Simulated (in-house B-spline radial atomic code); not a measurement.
PBEsol excitations of Mn7+

Method: PBEsol. Computed with an all-electron radial atomic-structure program (B-spline basis): linear response of the closed shell [Ne] 3s2 3p6 with the functional's adiabatic kernel; scalar-relativistic (spin-free one-electron X2C), finite nucleus, no spin-orbit coupling, no double excitations, S, P, D and F terms only. Only terms of natural parity with L up to 3 were computed.

Command:
```bash
python run_td.py task.json out
```
Settings (radii: box in bohr, nucleus in fm):
```
Z                        25
electrons                18
configuration            [Ne] 3s2 3p6
hamiltonian              x2c
method                   pbesol
box_radius               12.81
rms_radius               3.7057
intervals                70
```

Run time, properties included: 0.7 s on 1 thread of Arm Neoverse N1 (shared host).

The lowest states, in the order of their Tamm-Dancoff energies; the method's threshold (minus the highest occupied level) is 182.75 eV. Labels give the largest channel, * marks a mixed state, and oscillator strengths are full-response dipole values. Semilocal kernels can invert the small singlet-triplet splittings of Rydberg terms. Energies in eV:

```json
{"state": "3p → 3d 3P", "full response": "47.02", "Tamm-Dancoff": "47.16", "oscillator strength": "-"}
{"state": "3p → 3d 3F", "full response": "47.80", "Tamm-Dancoff": "47.94", "oscillator strength": "-"}
{"state": "3p → 3d 1F", "full response": "52.07", "Tamm-Dancoff": "52.10", "oscillator strength": "-"}
{"state": "3p → 3d 1P", "full response": "66.72", "Tamm-Dancoff": "69.62", "oscillator strength": "3.17"}
{"state": "3s → 3d 3D", "full response": "81.36", "Tamm-Dancoff": "81.41", "oscillator strength": "-"}
{"state": "3s → 3d 1D", "full response": "86.48", "Tamm-Dancoff": "86.62", "oscillator strength": "-"}
{"state": "3p → 4s 3P", "full response": "97.22", "Tamm-Dancoff": "97.24", "oscillator strength": "-"}
{"state": "3p → 4s 1P", "full response": "98.21", "Tamm-Dancoff": "98.26", "oscillator strength": "0.287"}
{"state": "3p → 4p 3S", "full response": "106.65", "Tamm-Dancoff": "106.68", "oscillator strength": "-"}
{"state": "3p → 4p 3D", "full response": "107.53", "Tamm-Dancoff": "107.54", "oscillator strength": "-"}
{"state": "3p → 4p 1D", "full response": "108.19", "Tamm-Dancoff": "108.20", "oscillator strength": "-"}
{"state": "3p → 4p 1S", "full response": "112.35", "Tamm-Dancoff": "112.63", "oscillator strength": "-"}
{"state": "3p → 4d 3P", "full response": "122.80", "Tamm-Dancoff": "122.81", "oscillator strength": "-"}
{"state": "3p → 4d 3F", "full response": "123.01", "Tamm-Dancoff": "123.02", "oscillator strength": "-"}
{"state": "3p → 4d 1F", "full response": "?", "Tamm-Dancoff": "?", "oscillator strength": "-"}
{"state": "3p → 4d 1P", "full response": "124.19", "Tamm-Dancoff": "124.27", "oscillator strength": "0.33"}
{"state": "3s → 4s 3S", "full response": "130.05", "Tamm-Dancoff": "130.06", "oscillator strength": "-"}
{"state": "3s → 4s 1S", "full response": "132.05", "Tamm-Dancoff": "132.16", "oscillator strength": "-"}
{"state": "3p → 4f 3D", "full response": "134.49", "Tamm-Dancoff": "134.51", "oscillator strength": "-"}
{"state": "3p → 4f 1D", "full response": "?", "Tamm-Dancoff": "?", "oscillator strength": "-"}
{"state": "3p → 5s 3P", "full response": "137.47", "Tamm-Dancoff": "137.47", "oscillator strength": "-"}
{"state": "3p → 5s 1P", "full response": "137.78", "Tamm-Dancoff": "137.78", "oscillator strength": "0.0572"}
```

(1) Where does 3p → 4f 1D lie?

(2) Where does 3p → 4d 1F lie?

(3) How large is the singlet-triplet splitting of 3p → 3d (F terms) in Tamm-Dancoff?

(4) What polarisabilities and dispersion coefficient does the method give?

Answers

(1) At 135.85 eV in full response, 135.88 eV in Tamm-Dancoff.

(2) At 123.39 eV in full response, 123.39 eV in Tamm-Dancoff.

(3) 4.16 eV, from the unrounded values.

(4) Dipole 0.6262 bohr³, quadrupole 0.4595 bohr⁵, C6 0.8303 hartree·bohr⁶ for two such species.
